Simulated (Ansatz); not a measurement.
Nudged elastic band run: BGeH6N

The input (input.yaml):

```yaml
crystal:
  periodic: [false, false, false]
  atoms:
    - { symbol: B, position_ang: [-0.875932, 0.633176, -1.168853] }
    - { symbol: "N", position_ang: [-0.021664, 0.681268, -0.064419] }
    - { symbol: Ge, position_ang: [0.667044, -0.765765, 0.872768] }
    - { symbol: H, position_ang: [-1.233229, -0.441304, -1.601121] }
    - { symbol: H, position_ang: [-1.247251, 1.667322, -1.679886] }
    - { symbol: H, position_ang: [0.257328, 1.599114, 0.270615] }
    - { symbol: H, position_ang: [2.205695, -0.717636, 0.815257] }
    - { symbol: H, position_ang: [0.120975, -2.026634, 0.195648] }
    - { symbol: H, position_ang: [0.215633, -0.675741, 2.342892] }
basis:
  gaussian: { orbitals: def2-SVP }
hamiltonian:
  xc: pbe0
neb:
  order_check: false
  images: 9
  f_tol: 0.05
  max_iterations: 53
  optimiser: lbfgs
  climbing: true
  final_atoms:
    - { symbol: B, position_ang: [-0.87541261, 0.63321654, -1.16933377] }
    - { symbol: "N", position_ang: [-0.02300236, 0.68193953, -0.06378352] }
    - { symbol: Ge, position_ang: [0.66686208, -0.76537764, 0.87253641] }
    - { symbol: H, position_ang: [-1.2474775, 1.66674748, -1.68128285] }
    - { symbol: H, position_ang: [-1.23108322, -0.44202499, -1.60164955] }
    - { symbol: H, position_ang: [0.25562888, 1.59947017, 0.2727639] }
    - { symbol: H, position_ang: [2.20550376, -0.71787479, 0.8136955] }
    - { symbol: H, position_ang: [0.11994365, -2.0265562, 0.19664317] }
    - { symbol: H, position_ang: [0.21763633, -0.67574011, 2.34331172] }
  initial_path:
    images:
      - { positions_ang: [[-0.875932, 0.633176, -1.168853], [-0.021664, 0.681268, -0.064419], [0.667044, -0.765765, 0.872768], [-1.233229, -0.441304, -1.601121], [-1.247251, 1.667322, -1.679886], [0.257328, 1.599114, 0.270615], [2.205695, -0.717636, 0.815257], [0.120975, -2.026634, 0.195648], [0.215633, -0.675741, 2.342892]] }
      - { positions_ang: [[-0.85553197, 0.60961824, -1.16724598], [-0.16190062, 0.65954996, 0.01759227], [0.64065618, -0.75017433, 0.86032196], [-1.32137814, -0.1806696, -1.63263251], [-0.95304702, 1.38141282, -1.70325996], [0.13740582, 1.58451363, 0.34027063], [2.1534211, -0.64131949, 0.68207325], [0.12547337, -2.03672326, 0.23026604], [0.32350029, -0.67240797, 2.35551531]] }
      - { positions_ang: [[-0.83513194, 0.58606048, -1.16563897], [-0.30213724, 0.63783192, 0.09960354], [0.61426836, -0.73458366, 0.84787592], [-1.40952729, 0.0799648, -1.66414403], [-0.65884305, 1.09550364, -1.72663391], [0.01748363, 1.56991326, 0.40992627], [2.1011472, -0.56500299, 0.54888949], [0.12997173, -2.04681252, 0.26488407], [0.43136759, -0.66907494, 2.36813861]] }
      - { positions_ang: [[-0.81473191, 0.56250272, -1.16403195], [-0.44237386, 0.61611388, 0.1816148], [0.58788054, -0.71899298, 0.83542988], [-1.49767643, 0.34059921, -1.69565554], [-0.36463907, 0.80959445, -1.75000787], [-0.10243855, 1.55531289, 0.4795819], [2.0488733, -0.48868648, 0.41570574], [0.1344701, -2.05690179, 0.29950211], [0.53923488, -0.66574191, 2.38076192]] }
      - { positions_ang: [[-0.79433189, 0.53894496, -1.16242493], [-0.58261048, 0.59439585, 0.26362607], [0.56149272, -0.70340231, 0.82298383], [-1.58582557, 0.60123361, -1.72716705], [-0.07043509, 0.52368527, -1.77338182], [-0.22236073, 1.54071252, 0.54923754], [1.9965994, -0.41236997, 0.28252199], [0.13896846, -2.06699105, 0.33412015], [0.64710218, -0.66240887, 2.39338523]] }
      - { positions_ang: [[-0.77393186, 0.5153872, -1.16081792], [-0.7228471, 0.57267781, 0.34563734], [0.5351049, -0.68781164, 0.81053779], [-1.67397472, 0.86186801, -1.75867856], [0.22376888, 0.23777609, -1.79675578], [-0.34228292, 1.52611215, 0.61889317], [1.9443255, -0.33605347, 0.14933823], [0.14346683, -2.07708031, 0.36873819], [0.75496947, -0.65907584, 2.40600853]] }
      - { positions_ang: [[-0.79422801, 0.53895307, -1.16252109], [-0.58287815, 0.59453015, 0.26375317], [0.56145634, -0.70332484, 0.82293752], [-1.58867527, 1.0228439, -1.74319942], [-0.06720154, 0.10181588, -1.75773453], [-0.22270056, 1.54078376, 0.54966732], [1.99656115, -0.41241773, 0.28220968], [0.13876219, -2.06697549, 0.33431918], [0.64750284, -0.6624087, 2.39346917]] }
      - { positions_ang: [[-0.81452416, 0.56251894, -1.16422426], [-0.4429092, 0.6163825, 0.181869], [0.58780777, -0.71883804, 0.83533724], [-1.50337583, 1.1838198, -1.72772028], [-0.35817196, -0.03414434, -1.71871329], [-0.1031182, 1.55545536, 0.48044146], [2.04879681, -0.488782, 0.41508114], [0.13405755, -2.05687066, 0.29990018], [0.54003621, -0.66574155, 2.38092981]] }
      - { positions_ang: [[-0.83482031, 0.5860848, -1.16592743], [-0.30294026, 0.63823484, 0.09998483], [0.61415921, -0.73435124, 0.84773696], [-1.41807639, 1.34479569, -1.71224114], [-0.64914238, -0.17010456, -1.67969204], [0.01646416, 1.57012697, 0.41121561], [2.10103246, -0.56514626, 0.54795259], [0.12935292, -2.04676584, 0.26548117], [0.43256958, -0.6690744, 2.36839045]] }
      - { positions_ang: [[-0.85511646, 0.60965067, -1.1676306], [-0.16297131, 0.66008718, 0.01810065], [0.64051064, -0.74986444, 0.86013668], [-1.33277695, 1.50577159, -1.69676199], [-0.9401128, -0.30606477, -1.64067079], [0.13604652, 1.58479857, 0.34198975], [2.15326811, -0.64151052, 0.68082404], [0.12464828, -2.03666102, 0.23106217], [0.32510296, -0.67240726, 2.35585108]] }
      - { positions_ang: [[-0.87541261, 0.63321654, -1.16933377], [-0.02300236, 0.68193953, -0.06378352], [0.66686208, -0.76537764, 0.87253641], [-1.2474775, 1.66674748, -1.68128285], [-1.23108322, -0.44202499, -1.60164955], [0.25562888, 1.59947017, 0.2727639], [2.20550376, -0.71787479, 0.8136955], [0.11994365, -2.0265562, 0.19664317], [0.21763633, -0.67574011, 2.34331172]] }
```

Command:

```bash
$ ansatz run input.yaml --threads 1 --pin off --max-ram 2048MiB --backend cpu --events-out ev --progress --plain --runs-dir out
```

Output, in part (warnings, iteration lines):

```
NEB end point (image 0): max|allowed force component| = 9.255e-3 eV/Å (the criterion of neb.relax_end_points is 1.000e-2)
NEB end point (image 10): max|allowed force component| = 4.814e-3 eV/Å (the criterion of neb.relax_end_points is 1.000e-2)
NEB iter   1: max|band force component| = 2.978e1 eV/Å  barrier→ = 8.9302 eV  barrier← = 8.9302 eV  Δτ_max = 0.2000 Å  (267 SCF iters)
NEB iter   2: max|band force component| = 1.061e1 eV/Å  barrier→ = 3.4663 eV  barrier← = 3.4663 eV  Δτ_max = 0.0681 Å  (273 SCF iters)
NEB iter   3: max|band force component| = 4.087e0 eV/Å  barrier→ = 2.4461 eV  barrier← = 2.4461 eV  Δτ_max = 0.1066 Å  (261 SCF iters)
NEB iter   4: max|band force component| = 2.192e0 eV/Å  barrier→ = 1.6783 eV  barrier← = 1.6783 eV  Δτ_max = 0.0990 Å  (258 SCF iters)
NEB iter   5: max|band force component| = 2.664e0 eV/Å  barrier→ = 1.4962 eV  barrier← = 1.4962 eV  Δτ_max = 0.0427 Å  (257 SCF iters)
NEB iter   6: max|band force component| = 1.494e0 eV/Å  barrier→ = 1.4210 eV  barrier← = 1.4210 eV  Δτ_max = 0.0239 Å  (261 SCF iters)
NEB iter   7: max|band force component| = 1.297e0 eV/Å  barrier→ = 1.3912 eV  barrier← = 1.3912 eV  Δτ_max = 0.1203 Å  (255 SCF iters)
NEB iter   8: max|band force component| = 2.121e0 eV/Å  barrier→ = 1.3562 eV  barrier← = 1.3562 eV  Δτ_max = 0.0424 Å  (255 SCF iters)
NEB iter   9: max|band force component| = 1.219e0 eV/Å  barrier→ = 1.3066 eV  barrier← = 1.3066 eV  Δτ_max = 0.0110 Å  (259 SCF iters)
NEB iter  10: max|band force component| = 6.737e-1 eV/Å  barrier→ = 1.3024 eV  barrier← = 1.3024 eV  Δτ_max = 0.0394 Å  (215 SCF iters)
NEB iter  11: max|band force component| = 8.034e-1 eV/Å  barrier→ = 1.2933 eV  barrier← = 1.2933 eV  Δτ_max = 0.0153 Å  (263 SCF iters)
NEB iter  12: max|band force component| = 5.361e-1 eV/Å  barrier→ = 1.2912 eV  barrier← = 1.2912 eV  Δτ_max = 0.0168 Å  (213 SCF iters)
NEB iter  13: max|band force component| = 8.878e-1 eV/Å  barrier→ = 1.2891 eV  barrier← = 1.2891 eV  Δτ_max = 0.0156 Å  (222 SCF iters)
NEB iter  14: max|band force component| = 4.890e-1 eV/Å  barrier→ = 1.2877 eV  barrier← = 1.2877 eV  CI = image 4  Δτ_max = 0.0077 Å  (216 SCF iters)
NEB iter  15: max|band force component| = 4.741e-1 eV/Å  barrier→ = 1.2881 eV  barrier← = 1.2881 eV  CI = image 4  Δτ_max = 0.0331 Å  (210 SCF iters)
NEB iter  16: max|band force component| = 9.677e-1 eV/Å  barrier→ = 1.2901 eV  barrier← = 1.2901 eV  CI = image 4  Δτ_max = 0.0213 Å  (239 SCF iters)
NEB iter  17: max|band force component| = 5.479e-1 eV/Å  barrier→ = 1.2903 eV  barrier← = 1.2903 eV  CI = image 4  Δτ_max = 0.0042 Å  (214 SCF iters)
NEB iter  18: max|band force component| = 3.787e-1 eV/Å  barrier→ = 1.2905 eV  barrier← = 1.2905 eV  CI = image 4  Δτ_max = 0.0489 Å  (190 SCF iters)
NEB iter  19: max|band force component| = 9.762e-1 eV/Å  barrier→ = 1.2928 eV  barrier← = 1.2928 eV  CI = image 4  Δτ_max = 0.0185 Å  (236 SCF iters)
NEB iter  20: max|band force component| = 5.008e-1 eV/Å  barrier→ = 1.2929 eV  barrier← = 1.2929 eV  CI = image 4  Δτ_max = 0.0039 Å  (216 SCF iters)
NEB iter  21: max|band force component| = 2.663e-1 eV/Å  barrier→ = 1.2929 eV  barrier← = 1.2929 eV  CI = image 4  Δτ_max = 0.0153 Å  (188 SCF iters)
NEB iter  22: max|band force component| = 3.673e-1 eV/Å  barrier→ = 1.2934 eV  barrier← = 1.2934 eV  CI = image 4  Δτ_max = 0.0082 Å  (222 SCF iters)
NEB iter  23: max|band force component| = 2.358e-1 eV/Å  barrier→ = 1.2934 eV  barrier← = 1.2934 eV  CI = image 4  Δτ_max = 0.0050 Å  (200 SCF iters)
NEB iter  24: max|band force component| = 2.760e-1 eV/Å  barrier→ = 1.2935 eV  barrier← = 1.2935 eV  CI = image 4  Δτ_max = 0.0061 Å  (189 SCF iters)
NEB iter  25: max|band force component| = 2.189e-1 eV/Å  barrier→ = 1.2936 eV  barrier← = 1.2936 eV  CI = image 4  Δτ_max = 0.0069 Å  (195 SCF iters)
NEB iter  26: max|band force component| = 3.430e-1 eV/Å  barrier→ = 1.2937 eV  barrier← = 1.2937 eV  CI = image 4  Δτ_max = 0.0074 Å  (192 SCF iters)
NEB iter  27: max|band force component| = 2.034e-1 eV/Å  barrier→ = 1.2937 eV  barrier← = 1.2937 eV  CI = image 4  Δτ_max = 0.0044 Å  (198 SCF iters)
NEB iter  28: max|band force component| = 2.504e-1 eV/Å  barrier→ = 1.2937 eV  barrier← = 1.2937 eV  CI = image 4  Δτ_max = 0.0055 Å  (187 SCF iters)
NEB iter  29: max|band force component| = 1.895e-1 eV/Å  barrier→ = 1.2937 eV  barrier← = 1.2937 eV  CI = image 4  Δτ_max = 0.0060 Å  (190 SCF iters)
NEB iter  30: max|band force component| = 3.065e-1 eV/Å  barrier→ = 1.2938 eV  barrier← = 1.2938 eV  CI = image 4  Δτ_max = 0.0066 Å  (191 SCF iters)
NEB iter  31: max|band force component| = 1.767e-1 eV/Å  barrier→ = 1.2937 eV  barrier← = 1.2937 eV  CI = image 4  Δτ_max = 0.0040 Å  (194 SCF iters)
NEB iter  32: max|band force component| = 2.266e-1 eV/Å  barrier→ = 1.2937 eV  barrier← = 1.2937 eV  CI = image 4  Δτ_max = 0.0050 Å  (185 SCF iters)
NEB iter  33: max|band force component| = 1.647e-1 eV/Å  barrier→ = 1.2937 eV  barrier← = 1.2937 eV  CI = image 4  Δτ_max = 0.0052 Å  (189 SCF iters)
NEB iter  34: max|band force component| = 2.734e-1 eV/Å  barrier→ = 1.2937 eV  barrier← = 1.2937 eV  CI = image 4  Δτ_max = 0.0058 Å  (193 SCF iters)
NEB iter  35: max|band force component| = 1.542e-1 eV/Å  barrier→ = 1.2936 eV  barrier← = 1.2936 eV  CI = image 4  Δτ_max = 0.0036 Å  (187 SCF iters)
NEB iter  36: max|band force component| = 2.061e-1 eV/Å  barrier→ = 1.2936 eV  barrier← = 1.2936 eV  CI = image 4  Δτ_max = 0.0046 Å  (183 SCF iters)
NEB iter  37: max|band force component| = 1.438e-1 eV/Å  barrier→ = 1.2935 eV  barrier← = 1.2936 eV  CI = image 4  Δτ_max = 0.0045 Å  (188 SCF iters)
NEB iter  38: max|band force component| = 2.442e-1 eV/Å  barrier→ = 1.2935 eV  barrier← = 1.2935 eV  CI = image 4  Δτ_max = 0.0052 Å  (191 SCF iters)
NEB iter  39: max|band force component| = 1.352e-1 eV/Å  barrier→ = 1.2934 eV  barrier← = 1.2934 eV  CI = image 4  Δτ_max = 0.0033 Å  (188 SCF iters)
NEB iter  40: max|band force component| = 1.887e-1 eV/Å  barrier→ = 1.2934 eV  barrier← = 1.2934 eV  CI = image 4  Δτ_max = 0.0042 Å  (185 SCF iters)
NEB iter  41: max|band force component| = 1.261e-1 eV/Å  barrier→ = 1.2933 eV  barrier← = 1.2933 eV  CI = image 4  Δτ_max = 0.0040 Å  (186 SCF iters)
NEB iter  42: max|band force component| = 2.186e-1 eV/Å  barrier→ = 1.2932 eV  barrier← = 1.2932 eV  CI = image 4  Δτ_max = 0.0047 Å  (188 SCF iters)
NEB iter  43: max|band force component| = 1.191e-1 eV/Å  barrier→ = 1.2931 eV  barrier← = 1.2931 eV  CI = image 4  Δτ_max = 0.0030 Å  (187 SCF iters)
NEB iter  44: max|band force component| = 1.738e-1 eV/Å  barrier→ = 1.2931 eV  barrier← = 1.2931 eV  CI = image 4  Δτ_max = 0.0039 Å  (180 SCF iters)
NEB iter  45: max|band force component| = 1.112e-1 eV/Å  barrier→ = 1.2930 eV  barrier← = 1.2930 eV  CI = image 4  Δτ_max = 0.0035 Å  (183 SCF iters)
NEB iter  46: max|band force component| = 1.964e-1 eV/Å  barrier→ = 1.2929 eV  barrier← = 1.2929 eV  CI = image 4  Δτ_max = 0.0042 Å  (184 SCF iters)
NEB iter  47: max|band force component| = 1.054e-1 eV/Å  barrier→ = 1.2928 eV  barrier← = 1.2928 eV  CI = image 4  Δτ_max = 0.0028 Å  (188 SCF iters)
NEB iter  48: max|band force component| = 1.611e-1 eV/Å  barrier→ = 1.2927 eV  barrier← = 1.2927 eV  CI = image 4  Δτ_max = 0.0036 Å  (182 SCF iters)
NEB iter  49: max|band force component| = 1.004e-1 eV/Å  barrier→ = 1.2926 eV  barrier← = 1.2927 eV  CI = image 4  Δτ_max = 0.0031 Å  (181 SCF iters)
NEB iter  50: max|band force component| = 1.770e-1 eV/Å  barrier→ = 1.2925 eV  barrier← = 1.2925 eV  CI = image 4  Δτ_max = 0.0038 Å  (182 SCF iters)
NEB iter  51: max|band force component| = 9.716e-2 eV/Å  barrier→ = 1.2925 eV  barrier← = 1.2925 eV  CI = image 4  Δτ_max = 0.0026 Å  (189 SCF iters)
NEB iter  52: max|band force component| = 1.504e-1 eV/Å  barrier→ = 1.2924 eV  barrier← = 1.2924 eV  CI = image 4  Δτ_max = 0.0034 Å  (176 SCF iters)
NEB iter  53: max|band force component| = 9.377e-2 eV/Å  barrier→ = 1.2923 eV  barrier← = 1.2923 eV  CI = image 4  Δτ_max = 0.0027 Å  (181 SCF iters)
Error: NEB band did not converge after 53 iterations: max|band force component| = 9.38e-2 eV/Å (threshold 5.0e-2); raise `neb.max_iterations` in a new run, which can start from the last band evaluated (`neb.initial_path`, with `crystal.atoms` and `neb.final_atoms` set to its first and last images), …
```

The run ended unconverged. The band didn't meet its force threshold, so its energies are provisional: the largest band force was still 0.09 eV/Å, and over the last iterations the top stayed at 1.29 eV.

Final band (atoms are numbered from 1 in the order of the input):

```csv
image,path coordinate (Å),energy (kJ/mol),dihedral H5–B1–N2–Ge3 (°)
0,0.00,0.0,180
1,0.66,11.6,-148
2,1.31,47.2,-114
3,1.97,94.3,-82
4,2.63,124.7,-52
5,3.12,92.7,-43
6,3.62,30.7,-33
7,4.14,6.6,-13
8,4.66,2.1,-3
9,5.17,0.5,0
10,5.67,0.0,0
```

The run took 14 min on 1 CPU thread of a shared host.
